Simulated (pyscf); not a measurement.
PySCF, gas phase, ωB97X-D3(BJ)/def2-SVP geometries.

SMILES: [OH][Al]([OH])[O][Al]([OH])[OH]
```xyz
11

O      1.8098     1.6637     0.0843
Al     0.1221     1.4700     0.1515
O     -0.8151     2.7786     0.6951
O     -0.6596     0.0560    -0.3324
Al    -1.7545    -1.2234    -0.2382
O     -1.8872    -2.0841     1.2207
O     -2.7097    -1.7214    -1.5535
H      2.4303     0.9906    -0.2002
H     -0.4323     3.6089     0.9854
H     -2.4941    -2.8179     1.3372
H     -2.7206    -1.3032    -2.4161
```

Task: How much does it cost (ΔH, 298 K, ωB97M-D3(BJ)/def2-TZVP) to split HO–Al(OH)–O–Al(OH)–OH (SMILES [OH][Al]([OH])[O][Al]([OH])[OH]) at its Al–O bond into [HO–Al–OH]• + •O–Al(OH)–OH?

Result: Al–O to [HO–Al–OH]• + •O–Al(OH)–OH: 138.9 kcal/mol. The 7 functionals that were run give +130.9 (PBE) to +138.9 kcal/mol (ωB97M-D3(BJ)). The radicals are drawn with the spin at the cut bond; how far it spreads was not checked. Other isomers of [HO–Al–OH]•, •O–Al(OH)–OH were not searched in full and may lie lower.
